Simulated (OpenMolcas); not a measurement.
**2s2 2p3 along the 7-electron sequence**

```yaml
Program: OpenMolcas
Method: SS-CASPT2, IPEA 0.25 Eh, imaginary shift 0.1 Eh
Basis: ANO-R2
Scalar_Hamiltonian: X2C, finite nucleus
Spin-orbit_coupling: RASSI with atomic mean-field integrals over the reference wave functions, term energies averaged over their components
```

Active space for each ion: 3 electrons in 3 orbitals (2p); closed shells correlated by CASPT2: 1s 2s.

Computed levels in cm-1 above 4S* 3/2:

| Level | N | O+ | F2+ |
| --- | --- | --- | --- |
| 2D* 3/2 | 19630 | 27470 | 34910 |
| 2D* 5/2 | 19630 | 27480 | 34920 |
| 2P* 1/2 | 31080 | 43320 | 54990 |
| 2P* 3/2 | 31080 | 43320 | 55000 |
| weight of 4S* in the lowest level (%) | 100 | 100 | 100 |

Measured, with the error of the calculation in %. Measured levels: N, O+ from NIST Handbook of Basic Atomic Spectroscopic Data.

```json
{"Level": "2D* 3/2", "N": "19233 (+2.0)", "O+": "26831 (+2.4)"}
{"Level": "2D* 5/2", "N": "19224 (+2.1)", "O+": "26811 (+2.5)"}
{"Level": "2P* 1/2", "N": "28839 (+7.8)", "O+": "40470 (+7.0)"}
{"Level": "2P* 3/2", "N": "28839 (+7.8)", "O+": "40468 (+7.1)"}
```

2D* 3/2 changes by a factor of 1.78 over the same range, with steps per unit of Z of +7840, +7440 cm-1.

CASPT2 breaks the degeneracy within a term, and the mean is taken; among the terms shown or strongly mixed into the levels shown the widest spread is 160 cm-1 (2s2 2p3 2D*, F2+). With the s shell closed, the reference lacks s² → p² mixing. Computed and measured levels are paired by configuration, term and J; levels that our copy of the source lacks, or whose pairing is in doubt (as where it misses far off the trend of its configuration), stay unpaired and out of the deviations. Levels of configurations outside the active space are missing.

* marks odd parity.
